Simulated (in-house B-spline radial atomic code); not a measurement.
**W7+: [Ne] 3s2 (3p1/2)1 (3p3/2)4 3d10 4s2 4p6 4d10 4f14 5s2 5p6 (with a hole in an inner shell)**

All numbers are computed (Dirac-Hartree-Fock, average of the jj configuration; Fermi nucleus of rms radius 5.3658 fm) with a B-spline radial code for spherical atoms, not measured.

Effective charges: Z_r = [3n² - l(l+1)]/(2<r>) from the radius, Z_e = n√(-2ε) from the energy, and Slater's rules. Values are occupation-weighted means over j. An effective charge above Z reflects the relativistic contraction of the inner shells.

```
shell  electrons   ε (eV)  <r> (bohr)    Z_r    Z_e  Slater
   1s          2   -70166     0.01834  81.77  71.81   73.70
   2s          2   -12385     0.07683  78.09  60.34   69.85
   2p          6   -10922     0.06897  72.50  56.67   69.85
   3s          2    -3008      0.1995  67.68  44.61   63.10
   3p          5  -2529.9      0.2013  62.09  40.91   63.10
   3d         10  -2021.7      0.1813  57.91  36.57   53.85
   4s          2  -739.16      0.4462  53.79  29.48   47.10
   4p          6  -587.31      0.4716  48.77  26.28   47.10
   4d         10  -384.54      0.5035  41.71  21.27   35.85
   5s          2  -191.42       1.033  36.29  18.75   17.35
   4f         14  -159.41      0.5627  31.99  13.69   24.45
   5p          6  -146.72       1.156  31.56  16.42   17.35
```

The least bound orbital is 5p3/2 at -142.8 eV, and it is also the most diffuse (<r> = 1.18 bohr). The part-filled 3p shell lies below the filled 5p shell in orbital energy.

For the 1s electron the small component carries 7.79 % of the norm, the zero-frequency Breit interaction raises the level by 240.7 eV, self-energy by 152.1 eV, and vacuum polarisation lowers it by 28.76 eV.
